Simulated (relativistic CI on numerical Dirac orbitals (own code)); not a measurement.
**One change at a time: Ta53+**

Base calculation: Dirac-Coulomb-Breit CI, separate exchange-only KLI orbitals for each configuration, model QED (radiative potential, 1s self-energy scaled to tabulated hydrogen-like ionisation energies), unscaled Slater integrals.

CI space (outside the closed core [Ne]): 3s2 3p6 3d2, 3s2 3p5 3d3, 3s 3p6 3d3, 3s2 3p6 3d 4s, 3s2 3p6 3d 4p, 3s2 3p6 3d 4d, 3s2 3p5 3d2 4s, 3s2 3p6 3d 4f, 3s2 3p5 3d2 4p, 3s2 3p5 3d2 4d, 3p6 3d4, 3p5 3d5, 3p5 3d4 4s, 3p6 3d3 4s, 3p5 3d3 4s2. Double excitations out of closed p, d and f shells are left out; levels of such configurations are missing from the list, as are those of other unlisted configurations, and high levels can miss mixing partners. These lack a partner that the ground configuration has and come out too high: 3s2 3p5 3d2 4p, 3s2 3p5 3d2 4d.

Variants: (1) P86 correlation estimate; (2) configuration mixing switched off; (3) non-relativistic limit. Shifts of the energy above 3s2 3p6 3d2 3F_2, in eV, for the lowest level and the first level of each name with at least 55 % of one term (blank where a level changes its place among those of its configuration and J or its character, or is not in the variant):

| Level | Base | Δ(1) | Δ(2) | Δ(3) |
| --- | --- | --- | --- | --- |
| 3s2 3p6 3d2 3F_2 | 0.000 | 0.000 | 0.000 | 0.000 |
| 3s2 3p6 3d2 3P_0 | 23.542 | 0.000 | +0.316 | -9.565 |
| 3s2 3p6 3d2 3F_3 | 67.514 | 0.000 | -0.082 | -67.514 |
| 3s2 3p6 3d2 1G_4 | 81.325 | 0.000 | -0.013 |  |
| 3s2 3p6 3d2 3P_1 | 82.904 | 0.000 | +0.402 | -68.928 |
| 3s2 3p6 3d2 3F_4 | 143.390 | 0.000 | -0.040 |  |
| 3s2 3p6 3d2 1S_0 | 176.806 | 0.000 | +0.201 | -128.513 |
| 3s2 3p5 3d3 3I°_7 | 412.361 | +0.443 | -0.482 | -148.886 |

At this charge energies of transitions that change n are usually good to better than 1 %, and those within a shell (Δn = 0) to a few per cent.

Ionisation energy from the two ground configurations alone: base 5023.71 eV; P86 correlation estimate 5025.58 eV. The NIST ASD value (theoretical) is 5024 eV.

LS names give the leading component of a level, which can be under half, so a name can repeat, a term be missing and a line seem to break the LS rules.
